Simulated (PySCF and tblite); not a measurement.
**Conformer ensemble of C4H4FNOS, numbered as in [CH3:1][S:2][c:3]1[cH:4][o:5][n:6][c:7]1[F:8]**

The ensemble was built from 60 distance-geometry starts (ETKDG and KDG, MMFF94s, GFN2-xTB) and rests on GFN2-xTB geometries. Energies: PBE0-D3(BJ)/pcSseg-1, with GFN2-xTB thermal terms (modes under about 100 cm⁻¹ blended into free rotors). Symmetry numbers and mirror images are counted. Conformers within 2.5 kcal/mol (GFN2-xTB free energy) were kept, 4 at most. GIAO shieldings: PBE0/pcSseg-1. Shifts are against TMS (¹H), TMS (¹³C), CFCl3 (¹⁹F), NH3 (¹⁵N) at the same level. Run with PySCF (density fitting) and tblite.

Torsions listed: C1–S2–C3–C4.

| conformer | shape | symmetry | E(GFN2) kcal/mol | E(DFT) kcal/mol | G(298.15 K) kcal/mol | weight % | dipole D |
| --- | --- | --- | --- | --- | --- | --- | --- |
| 1 | 0° | Cs | 0.18 | 0.00 | 0.00 | 85.9 | 4.54 |
| 2 | 180° | Cs | 0.00 | 1.10 | 1.07 | 14.1 | 2.80 |

Weights (%) against temperature:

| T (K) | 1 | 2 | S(mix) cal/mol/K |
| --- | --- | --- | --- |
| 250 | 89.8 | 10.2 | 0.66 |
| 298.15 | 85.9 | 14.1 | 0.81 |
| 350 | 82.2 | 17.8 | 0.93 |

Averaged shifts at 298.15 K. ¹H: 7.80 (H4, 1H), 2.43 (H1, 3H) ppm. ¹³C: 179.1 (C7), 158.5 (C4), 117.1 (C3), 19.6 (C1) ppm. ¹⁹F: -146.6 (F8) ppm. ¹⁵N: 382.6 (N6) ppm.

Coordinates of conformer 1 (Å):

```xyz
12

C    -2.145   -0.251    0.087
S    -1.059    1.187    0.301
C     0.494    0.439    0.052
C     0.849   -0.852   -0.229
O     2.185   -0.946   -0.333
N     2.743    0.260   -0.126
C     1.766    1.088    0.102
F     1.976    2.364    0.345
H    -3.158    0.114    0.227
H    -1.913   -1.000    0.838
H    -2.029   -0.652   -0.915
H     0.290   -1.753   -0.374
```

The minima are those of GFN2-xTB; planar forms about aryl–S or allylic bonds may be saddles in DFT. Unscaled ¹⁹F and ¹⁵N shifts at such levels can be off by tens of ppm; differences between conformers or isomers are more reliable. Shifts are unscaled: against experiment ¹³C can be off by 15 ppm or more and ¹H by 0.8 ppm.

Search and properties took 28 s on 1 thread of Intel Xeon 6975P-C (shared host) (rough), launched as `OMP_NUM_THREADS=1 python ens_run.py task.json out`.


¹⁵N shifts are against a computed isolated NH3 molecule, about 20 ppm from the liquid.

Conformer gaps in pcSseg-1 on xTB geometries can be 2 kcal/mol off for S=O, P=O and other polar bonds.